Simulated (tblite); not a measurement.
`CC(=S)C[SiH]([SiH3])[SiH3]`. The geometry is computed with GFN2-xTB (gas phase).

```
atom  x, y, z in Å
C1     2.7772   -0.6635    0.2958
C2     1.8436    0.4156   -0.1376
S3     2.0717    1.9643    0.3433
C4     0.6988    0.0281   -0.9531
Si5   -0.8382   -0.3043    0.2094
Si6   -2.5114   -1.0218   -1.2412
Si7   -1.2121    1.5584    1.5577
H8     3.4748   -0.2962    1.0441
H9     2.2180   -1.5083    0.6977
H10    3.3458   -1.0237   -0.5635
H11    0.9029   -0.8727   -1.5304
H12    0.4070    0.8326   -1.6257
H13   -0.3738   -1.4576    1.0188
H14   -3.7141   -1.3642   -0.4823
H15   -2.8831    0.0232   -2.1983
H16   -2.1662   -2.2013   -2.0404
H17   -2.5309    1.3792    2.1801
H18   -1.2672    2.7899    0.7724
H19   -0.2525    1.7316    2.6456
```

(1) What is the repulsion energy of the bare nuclei, Σ ZA·ZB/RAB?

(2) How far apart are these pairs, which share no bond: Si5···H17, H9···H12, H12···H13, H12···H19?

(3) What are the angles Si5–C4–H11, H14–Si6–H16, Si5–Si7–H18, Si5–Si7–H19, H18–Si7–H19?

(4) Give the dihedral angles Si7–Si5–Si6–H14, Si6–Si5–Si7–H19, Si7–Si5–Si6–H16, S3–C2–C4–H11.

(5) Where is the centre of mass (commonest isotopes), and what is the radius of gyration?

(6) Write the matrix of distances between heavy atoms (Å, lower triangle).

## Answers

(1) 588.10 Eh over 171 pairs, with full nuclear charges and distances in bohr; the largest single term is 44.56 Eh (Si5 with Si6).

(2) Si5···H17 3.096 Å (2 bonds apart); H9···H12 3.763 Å (4 bonds apart); H12···H13 3.584 Å (3 bonds apart); H12···H19 4.414 Å (4 bonds apart).

(3) From the scalar product of the two bond vectors; for Si5–C4–H11 it is -0.6854 Å² over 1.9556 × 1.0892 Å², cos θ = -0.3218. Si5–C4–H11 108.8°; H14–Si6–H16 106.7°; Si5–Si7–H18 111.6°; Si5–Si7–H19 114.9°; H18–Si7–H19 109.0°.

(4) Si7–Si5–Si6–H14 -60° (synclinal); Si6–Si5–Si7–H19 166° (antiperiplanar); Si7–Si5–Si6–H16 180° (antiperiplanar); S3–C2–C4–H11 155° (antiperiplanar). Dihedral signs follow IUPAC: positive where, seen along the central bond, the front bond turns clockwise onto the rear one.

(5) Mass 163.997 u; centre at (-0.003, 0.394, 0.098) Å; Rg = √(Σ m r²/M) = 2.427 Å. As Ia + Ib + Ic = 2 Σ m r², the three principal moments sum to 1932.4 u·Å².

(6) 
```
C1    0.000
C2    1.491  0.000
S3    2.721  1.638  0.000
C4    2.521  1.458  2.705  0.000
Si5   3.634  2.798  3.692  1.956  0.000
Si6   5.519  4.717  5.695  3.390  2.328  0.000
Si7   4.737  3.677  3.525  3.507  2.330  4.022  0.000
```

Its GFN2-xTB frequencies are all real (lowest 20 cm⁻¹). The numbers are those of one conformer. 3 starts were optimised and ended at 0.00, 0.05 and 0.05 kcal/mol (GFN2-xTB); the lowest of these is shown.

On an Arm Neoverse N1 with one thread, shared host with 64 logical CPUs at a one-minute load of 60, this took 3.0 s wall. These figures are those of the optimisation.
